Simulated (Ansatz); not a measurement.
C3H5AlO, SMILES `C=[C]1[O][Al]1[CH3]`. Total charge 0; spin multiplicity 1. Geometry: relaxed with PBE0-D4/def2-TZVP.

```xyz
10

C     1.551    2.169    0.274
C     0.825    1.064    0.267
O     0.690    0.129    1.326
Al   -0.262   -0.406   -0.014
C    -1.446   -1.840   -0.528
H     2.131    2.455    1.147
H     1.577    2.807   -0.599
H    -1.456   -1.985   -1.610
H    -2.468   -1.618   -0.209
H    -1.142   -2.776   -0.054
```

Task: What is the dipole moment at r2SCAN/def2-TZVPP? (An estimate is asked.)

Result: Ansatz gave: 4.10 D, with components (-2.55, -2.56, -1.94) D in this frame, pointing from negative to positive charge.

Task: And with PBE, B3LYP, ωB97M-V? (Estimate.)

Result: Computed: PBE 4.00 D, B3LYP 4.19 D, ωB97M-V 4.30 D.

Task: Give the Mulliken charges with r2SCAN, ωB97M-V, PBE in def2-TZVPP. (Best estimate.)

Result: Computed: 
```tsv
atom	r2SCAN	ωB97M-V	PBE
C1	-0.30	-0.28	-0.26
C2	0.09	0.11	0.14
O3	-0.38	-0.38	-0.31
Al4	0.50	0.44	0.28
C5	-0.31	-0.44	-0.35
H6	0.09	0.10	0.09
H7	0.08	0.09	0.08
H8	0.08	0.12	0.11
H9	0.07	0.12	0.11
H10	0.08	0.12	0.11
```

B3LYP here is the variant with VWN-RPA as its local correlation; programs differ in this.
